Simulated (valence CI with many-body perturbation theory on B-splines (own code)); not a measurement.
## Which ion has this spectrum?

A relativistic CI+MBPT calculation for an atom or ion with 21 electrons gives these levels (cm⁻¹):

```tsv
J	Parity	E	g
3/2	even	0	0.64
5/2	even	152130	1.04
3/2	even	196764	1.23
7/2	even	206485	1.08
9/2	even	216389	1.07
1/2	even	225250	1.90
5/2	even	336716	1.39
7/2	even	363600	1.06
9/2	even	384490	1.13
3/2	even	415903	1.14
1/2	even	432172	1.43
11/2	even	445590	1.08
5/2	even	460830	1.17
5/2	even	487435	1.10
```

The energies are calculated, and their last digits are not significant.

Task: Which is it?
A. Sm41+
B. Ce37+
C. Nd39+
D. Pr38+

Result: D. Pr38+, ground level (3d3/2^3) J=3/2.
